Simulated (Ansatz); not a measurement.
Start from `N=C[NH][AlH][F]` and change one atom or group to get `C[NH][AlH][F]`.

Ansatz, PBE0-D4/def2-TZVP geometries, multiplicity 1. Each molecule was computed in one conformer, which needn't be the lowest.

| property | `N=C[NH][AlH][F]` |
| --- | --- |
| HOMO–LUMO gap (PBE/def2-TZVPP) / eV | 4.25 |
| HOMO–LUMO gap (B3LYP/def2-TZVPP) / eV | 5.89 |
| LUMO energy (ωB97M-V/def2-TZVPP) / eV | 0.56 |
| HOMO–LUMO gap (ωB97M-V/def2-TZVPP) / eV | 10.22 |
| ideal-gas entropy at 298 K and 1 bar (rigid rotor, harmonic PBE0-D4/def2-TZVP) / J/(mol·K) | 331 |
| size of the dipole moment (B3LYP/def2-TZVPP) / D | 3.97 |

Problem. Give the same properties after the change, and the shifts. (Estimate.)

Solution. Ansatz gave: 
```tsv
property	`C[NH][AlH][F]`	shift
HOMO–LUMO gap (PBE/def2-TZVPP) / eV	4.76	0.51
HOMO–LUMO gap (B3LYP/def2-TZVPP) / eV	6.39	0.50
LUMO energy (ωB97M-V/def2-TZVPP) / eV	1.34	0.78
HOMO–LUMO gap (ωB97M-V/def2-TZVPP) / eV	10.72	0.50
ideal-gas entropy at 298 K and 1 bar (rigid rotor, harmonic PBE0-D4/def2-TZVP) / J/(mol·K)	317	-14
size of the dipole moment (B3LYP/def2-TZVPP) / D	2.12	-1.85
```

With PBE0 the HOMO rises by 0.38 eV and the LUMO rises by 0.86 eV, so the gap widens by about 0.48 eV. PBE moves the HOMO by 0.40 eV and ωB97M-V by 0.28 eV. Dipoles are sizes alone; their direction can turn.

B3LYP here is the variant with VWN-RPA as its local correlation; programs differ in this.
